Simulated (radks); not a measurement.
Excited configurations of the cadmium ion Cd3+: one electron is placed in a higher orbital outside [Kr] 4d8. The ground configuration is [Kr] 4d9. Calculated with a radial shooting solver on a logarithmic mesh with Libxc functionals: scalar-relativistic Kohn-Sham, PBE, spin-unpolarised, spherical densities, finite nucleus; Fermi nuclear charge, rms radius 4.6087 fm. Excitation = E - E(ground); binding = E(ion) - E, where the ion is the core of charge +4; n* = 4/sqrt(2 binding) in atomic units, and the quantum defect is n - n*.

outer orbital  excitation (eV)  binding (eV)     n*  quantum defect  eigenvalue (eV)  <r> (bohr)
4f                      38.994        15.068  3.801           0.199          -12.177       3.642
5p                      23.379        30.684  2.664           2.336          -26.488       2.575
5d                      34.255        19.808  3.315           1.685          -16.939       3.521
5f                      43.821        10.241  4.610           0.390           -8.745       6.389
6s                      35.048        19.014  3.384           2.616          -16.938       4.418
6p                      37.975        16.087  3.679           2.321          -14.275       5.001
6d                      42.221        11.841  4.288           1.712          -10.414       6.368
6f                      46.902         7.161  5.514           0.486           -6.282       9.971
7p                      44.047        10.016  4.662           2.338           -8.956       8.109
7d                      46.195         7.867  5.260           1.740           -7.013       9.916
7f                      48.821         5.241  6.445           0.555           -4.658       14.29

Estimate the row for 5s.

Answer. excitation (eV) 14.876; binding (eV) 39.187; n* 2.357; quantum defect 2.643; eigenvalue (eV) -34.281; <r> (bohr) 2.221. The Delta-SCF ionisation energy is 54.062 eV (NIST Atomic Spectra Database: 51 eV, theoretical). Self-interaction in the functional shifts the binding energies and quantum defects, so they are the method's values and not measured ones. Spin polarisation and multiplet splitting are left out, so open shells lie too high by an amount that depends on their filling.

Beside tabulated values, note that spin-unpolarised runs miss the spin-polarisation part of the exchange energy of open shells.
